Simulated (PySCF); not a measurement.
Isomers of C3H11PSi2, mass 134.014 u with the commonest isotopes. Method: PBE0-D3(BJ)/def2-SVP geometry optimisation, gas phase in PySCF. One conformer each, none proved a minimum here; rigid rotors.

Question: Order these by rotational constant A, smallest first.
A. `[CH3:1][Si@H:2]1[CH2:3][Si@H:4]([PH2:5])[CH2:6]1` with C3–Si4–P5–H 176° and 82°
B. `[PH2:1][SiH2:2][SiH2:3][CH:4]1[CH2:5][CH2:6]1` with H–P1–Si2–Si3 67° and 161°, P1–Si2–Si3–C4 164°, Si2–Si3–C4–C5 29°
C. `[CH3:1][Si@H:2]1[CH2:3][Si@@H:4]([PH2:5])[CH2:6]1` with C3–Si4–P5–H 180° and -85°, C1–Si2–C3–Si4 102°, Si2–C3–Si4–P5 -97°, C3–Si4–C6–Si2 -14°, C1–Si2–C6–Si4 -102°

Answer: C (2662 MHz), B (4374 MHz), A (4667 MHz).

Question: Order these by rotational constant C, largest first.
A. `[CH3:1][Si@H:2]1[CH2:3][Si@H:4]([PH2:5])[CH2:6]1` with C3–Si4–P5–H 176° and 82°
B. `[CH3:1][Si@H:2]1[CH2:3][Si@@H:4]([PH2:5])[CH2:6]1` with C3–Si4–P5–H 180° and -85°, C1–Si2–C3–Si4 102°, Si2–C3–Si4–P5 -97°, C3–Si4–C6–Si2 -14°, C1–Si2–C6–Si4 -102°
C. `[PH2:1][SiH2:2][SiH2:3][CH:4]1[CH2:5][CH2:6]1` with H–P1–Si2–Si3 67° and 161°, P1–Si2–Si3–C4 164°, Si2–Si3–C4–C5 29°

Answer: B (1107 MHz), A (876.6 MHz), C (707.0 MHz).

Question: Order these by rotational constant B, smallest first.
A. `[CH3:1][Si@H:2]1[CH2:3][Si@@H:4]([PH2:5])[CH2:6]1` with C3–Si4–P5–H 180° and -85°, C1–Si2–C3–Si4 102°, Si2–C3–Si4–P5 -97°, C3–Si4–C6–Si2 -14°, C1–Si2–C6–Si4 -102°
B. `[CH3:1][Si@H:2]1[CH2:3][Si@H:4]([PH2:5])[CH2:6]1` with C3–Si4–P5–H 176° and 82°
C. `[PH2:1][SiH2:2][SiH2:3][CH:4]1[CH2:5][CH2:6]1` with H–P1–Si2–Si3 67° and 161°, P1–Si2–Si3–C4 164°, Si2–Si3–C4–C5 29°

Answer: C (764.8 MHz), B (912.7 MHz), A (1278 MHz).

| SMILES | point group | Ia (u·Å²) | Ib (u·Å²) | Ic (u·Å²) | κ | μa (D) | μb (D) | μc (D) |
| --- | --- | --- | --- | --- | --- | --- | --- | --- |
| C[Si@H]1C[Si@@H](P)C1 | – | 189.81 | 395.57 | 456.59 | -0.78 | 0.14 | 0.42 | 0.01 |
| C[Si@H]1C[Si@H](P)C1 | – | 108.30 | 553.71 | 576.53 | -0.98 | 1.00 | 0.03 | 1.02 |
| P[SiH2][SiH2]C1CC1 | C1 | 115.53 | 660.79 | 714.77 | -0.97 | 1.22 | 0.41 | 0.67 |
